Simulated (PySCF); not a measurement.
System: C₄H₆O₂ (charge 0, singlet). SMILES: CC(=O)C(C)=O
Coordinates optimised at B3LYP-D3(BJ)/def2-TZVP (Ansatz):
```xyz
12

C      1.9685    -0.1029     0.0115
C      0.5451    -0.4654    -0.2945
O      0.2137    -1.4189    -0.9577
C     -0.5451     0.4654     0.2945
O     -0.2137     1.4189     0.9577
C     -1.9685     0.1029    -0.0115
H      2.1819     0.9052    -0.3491
H      2.6377    -0.8235    -0.4516
H      2.1221    -0.0765     1.0921
H     -2.1221     0.0765    -1.0921
H     -2.1819    -0.9052     0.3491
H     -2.6377     0.8235     0.4516
```
Charge 0, spin multiplicity 1.

Dispersion corrections to the total energy (kcal/mol) from the dftd3 and dftd4 libraries through PySCF: D3(BJ) without and D4 with the three-body term, each with the damping fitted for the functional named.

```
functional      D3(BJ)          D4
----------  ----------  ----------
r2SCAN           -1.53       -1.34
LC-wPBE          -4.95  (withheld)
TPSSh            -6.23       -6.44
PW6B95           -2.52       -4.47
TPSS             -6.84  (withheld)
B2GP-PLYP        -2.98       -2.18
revPBE      (withheld)      -18.02
```

Problem. Some entries are withheld; supply them.

Solution. 
- LC-wPBE, D4: -5.74
- TPSS, D4: -7.08
- revPBE, D3(BJ): -14.32
